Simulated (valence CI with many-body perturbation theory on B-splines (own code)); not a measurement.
E1 line list for Sm46+

Level of theory: configuration interaction combined with many-body perturbation theory (CI+MBPT): six valence electrons over a frozen Dirac-Fock core [Ne], radial functions for each j: 9 s, 9 p, 8 d, 6 f, 3 g, 1 h, with the one-electron correlation potential Σ1, the two-electron term Σ2, the three-electron term Σ3, Breit, model QED; selected CI, second order for the rest, scaled by the run's own slope (own B-spline code, finite nucleus).

No measured spectrum was set against this ion. As an estimate, large intervals hold to a few tenths of a per cent, small ones and those within an open d or f shell to about a per cent. Among the levels kept, up to 1100 cm⁻¹ of a level comes from second order outside the variational space, and about a tenth of that is noise between levels of different J, which matters for small intervals.

Lines 51 to 100 of 116 in falling wavelength, among levels below 3336.0 × 10³ cm⁻¹, chosen from the strongest by gf and those to the six lowest levels. Wavelengths and rates use the calculated energies. Electric multipoles are in the length gauge with retardation, E1 and E2 with the static RPA response of the core. Weak lines are less certain than strong ones. Lines between different terms over intervals too small for the method are left out, as are lines whose strength nearly cancels. The highest levels of a list are the least certain.

Levels are named by their leading jj configuration (3d3/2^4 stands for four electrons in 3d with j = 3/2), which in mixed levels can hold well under half, so a name can repeat and another be missing. Letters in brackets count levels of one name in rising energy.

| λ vac (Å) | Upper | Lower | A (s⁻¹) | S (a.u.) |
| --- | --- | --- | --- | --- |
| 78.32 | (3s 3p1/2^2 3p3/2^3) J=1 | (3s^2 3p1/2 3p3/2^3) J=1 | 5.77e+09 | 4.10e-03 |
| 72.40 | (3s^2 3p1/2 3p3/2^2 3d3/2) J=2 [a] | (3s^2 3p1/2 3p3/2^3) J=2 | 7.65e+08 | 7.17e-04 |
| 71.83 | (3s^2 3p1/2 3p3/2^2 3d3/2) J=1 [a] | (3s^2 3p1/2 3p3/2^3) J=2 | 6.81e+09 | 3.74e-03 |
| 70.22 | (3s^2 3p1/2^2 3p3/2 3d3/2) J=1 | (3s^2 3p1/2^2 3p3/2^2) J=0 | 1.99e+09 | 1.02e-03 |
| 69.85 | (3s^2 3p1/2 3p3/2^2 3d3/2) J=3 [a] | (3s^2 3p1/2 3p3/2^3) J=2 | 5.57e+08 | 6.56e-04 |
| 69.17 | (3s^2 3p1/2 3p3/2^2 3d3/2) J=2 [a] | (3s^2 3p1/2 3p3/2^3) J=1 | 4.06e+07 | 3.32e-05 |
| 68.90 | (3s^2 3p1/2 3p3/2^2 3d3/2) J=0 | (3s^2 3p1/2 3p3/2^3) J=1 | 4.94e+09 | 7.98e-04 |
| 68.65 | (3s^2 3p1/2 3p3/2^2 3d3/2) J=1 [a] | (3s^2 3p1/2 3p3/2^3) J=1 | 1.74e+08 | 8.35e-05 |
| 66.54 | (3s^2 3p1/2^2 3p3/2 3d3/2) J=2 | (3s^2 3p1/2^2 3p3/2^2) J=2 | 4.21e+09 | 3.06e-03 |
| 66.37 | (3s^2 3p1/2^2 3d3/2^2) J=2 | (3s^2 3p1/2^2 3p3/2 3d3/2) J=3 | 3.35e+09 | 2.41e-03 |
| 66.01 | (3s^2 3p1/2^2 3d3/2^2) J=2 | (3s^2 3p1/2^2 3p3/2 3d3/2) J=1 | 5.70e+09 | 4.05e-03 |
| 64.55 | (3s^2 3p1/2^2 3p3/2 3d3/2) J=1 | (3s^2 3p1/2^2 3p3/2^2) J=2 | 6.30e+09 | 2.51e-03 |
| 64.21 | (3s^2 3p1/2^2 3p3/2 3d3/2) J=3 | (3s^2 3p1/2^2 3p3/2^2) J=2 | 1.14e+08 | 1.04e-04 |
| 64.05 | (3s^2 3p1/2^2 3d3/2^2) J=2 | (3s^2 3p1/2^2 3p3/2 3d3/2) J=2 | 3.81e+09 | 2.47e-03 |
| 63.68 | (3s^2 3p1/2 3p3/2^2 3d3/2) J=2 [b] | (3s^2 3p1/2 3p3/2^3) J=2 | 6.61e+08 | 4.21e-04 |
| 61.17 | (3s^2 3p1/2 3p3/2^2 3d3/2) J=2 [b] | (3s^2 3p1/2 3p3/2^3) J=1 | 6.13e+07 | 3.46e-05 |
| 60.66 | (3s^2 3p1/2 3p3/2^2 3d5/2) J=3 [a] | (3s^2 3p1/2 3p3/2^3) J=2 | 1.37e+08 | 1.06e-04 |
| 60.38 | (3s^2 3p1/2^2 3d3/2^2) J=0 | (3s^2 3p1/2^2 3p3/2 3d3/2) J=1 | 1.78e+10 | 1.93e-03 |
| 59.37 | (3s^2 3p1/2 3p3/2^2 3d3/2) J=3 [b] | (3s^2 3p1/2 3p3/2^3) J=2 | 5.29e+08 | 3.83e-04 |
| 58.69 | (3s^2 3p1/2 3p3/2^2 3d3/2) J=2 [c] | (3s^2 3p1/2 3p3/2^3) J=2 | 1.90e+09 | 9.48e-04 |
| 58.21 | (3s^2 3p1/2 3p3/2^2 3d3/2) J=1 [b] | (3s^2 3p1/2 3p3/2^3) J=2 | 1.23e+09 | 3.59e-04 |
| 57.02 | (3s^2 3p1/2 3p3/2^2 3d5/2) J=1 [a] | (3s^2 3p1/2 3p3/2^3) J=2 | 7.07e+09 | 1.94e-03 |
| 56.55 | (3s^2 3p1/2 3p3/2^2 3d3/2) J=2 [c] | (3s^2 3p1/2 3p3/2^3) J=1 | 2.93e+09 | 1.31e-03 |
| 56.10 | (3s^2 3p1/2 3p3/2^2 3d3/2) J=1 [b] | (3s^2 3p1/2 3p3/2^3) J=1 | 1.93e+09 | 5.05e-04 |
| 55.00 | (3s^2 3p1/2 3p3/2^2 3d5/2) J=1 [a] | (3s^2 3p1/2 3p3/2^3) J=1 | 5.65e+09 | 1.39e-03 |
| 54.93 | (3s^2 3p1/2 3p3/2^2 3d3/2) J=1 [c] | (3s^2 3p1/2 3p3/2^3) J=2 | 6.19e+09 | 1.52e-03 |
| 54.91 | (3s^2 3p1/2 3p3/2^2 3d5/2) J=0 | (3s^2 3p1/2 3p3/2^3) J=1 | 1.38e+10 | 1.12e-03 |
| 54.72 | (3s^2 3p1/2^2 3p3/2 3d5/2) J=2 | (3s^2 3p1/2^2 3p3/2^2) J=2 | 3.40e+10 | 1.38e-02 |
| 53.07 | (3s^2 3p1/2 3p3/2^2 3d5/2) J=2 [a] | (3s^2 3p1/2 3p3/2^3) J=2 | 2.08e+09 | 7.66e-04 |
| 53.05 | (3s^2 3p1/2 3p3/2^2 3d3/2) J=1 [c] | (3s^2 3p1/2 3p3/2^3) J=1 | 3.89e+09 | 8.61e-04 |
| 52.34 | (3s^2 3p1/2^2 3p3/2 3d5/2) J=1 | (3s^2 3p1/2^2 3p3/2^2) J=0 | 1.01e+11 | 2.15e-02 |
| 51.79 | (3s^2 3p1/2 3p3/2^2 3d5/2) J=3 [b] | (3s^2 3p1/2 3p3/2^3) J=2 | 1.98e+09 | 9.50e-04 |
| 51.31 | (3s^2 3p1/2 3p3/2^2 3d5/2) J=2 [a] | (3s^2 3p1/2 3p3/2^3) J=1 | 7.78e+09 | 2.59e-03 |
| 51.23 | (3s^2 3p1/2 3p3/2^2 3d5/2) J=2 [b] | (3s^2 3p1/2 3p3/2^3) J=2 | 7.35e+10 | 2.44e-02 |
| 50.72 | (3s^2 3p1/2^2 3p3/2 3d5/2) J=3 | (3s^2 3p1/2^2 3p3/2^2) J=2 | 2.23e+11 | 1.01e-01 |
| 50.40 | (3s^2 3p1/2 3p3/2^2 3d5/2) J=1 [b] | (3s^2 3p1/2 3p3/2^3) J=2 | 6.26e+10 | 1.19e-02 |
| 49.89 | (3s^2 3p1/2 3p3/2^2 3d5/2) J=3 [c] | (3s^2 3p1/2 3p3/2^3) J=2 | 2.98e+11 | 1.28e-01 |
| 49.59 | (3s^2 3p1/2 3p3/2^2 3d5/2) J=2 [b] | (3s^2 3p1/2 3p3/2^3) J=1 | 1.77e+11 | 5.33e-02 |
| 49.12 | (3s^2 3p1/2^2 3p3/2 3d5/2) J=1 | (3s^2 3p1/2^2 3p3/2^2) J=2 | 3.79e+10 | 6.65e-03 |
| 48.82 | (3s^2 3p1/2 3p3/2^2 3d5/2) J=2 [c] | (3s^2 3p1/2 3p3/2^3) J=2 | 2.73e+11 | 7.83e-02 |
| 48.81 | (3s^2 3p1/2 3p3/2^2 3d5/2) J=1 [b] | (3s^2 3p1/2 3p3/2^3) J=1 | 2.81e+11 | 4.84e-02 |
| 47.33 | (3s^2 3p1/2 3p3/2^2 3d5/2) J=2 [c] | (3s^2 3p1/2 3p3/2^3) J=1 | 2.93e+11 | 7.67e-02 |
| 42.83 | (3s 3p1/2^2 3p3/2^3) J=2 | (3s^2 3p1/2^2 3p3/2^2) J=2 | 2.49e+11 | 4.83e-02 |
| 42.68 | (3s 3p1/2^2 3p3/2^3) J=1 | (3s^2 3p1/2^2 3p3/2^2) J=0 | 1.19e+11 | 1.37e-02 |
| 40.52 | (3s 3p1/2^2 3p3/2^3) J=1 | (3s^2 3p1/2^2 3p3/2^2) J=2 | 1.93e+11 | 1.90e-02 |
| 39.64 | (3s^2 3p1/2 3p3/2^2 3d3/2) J=1 [a] | (3s^2 3p1/2^2 3p3/2^2) J=0 | 3.06e+10 | 2.82e-03 |
| 37.92 | (3s^2 3p1/2 3p3/2^2 3d3/2) J=2 [a] | (3s^2 3p1/2^2 3p3/2^2) J=2 | 5.21e+09 | 7.01e-04 |
| 37.77 | (3s^2 3p1/2 3p3/2^2 3d3/2) J=1 [a] | (3s^2 3p1/2^2 3p3/2^2) J=2 | 4.38e+10 | 3.49e-03 |
| 37.21 | (3s^2 3p1/2 3p3/2^2 3d3/2) J=3 [a] | (3s^2 3p1/2^2 3p3/2^2) J=2 | 1.22e+10 | 2.17e-03 |
| 35.38 | (3s^2 3p1/2 3p3/2^2 3d3/2) J=2 [b] | (3s^2 3p1/2^2 3p3/2^2) J=2 | 9.27e+10 | 1.01e-02 |
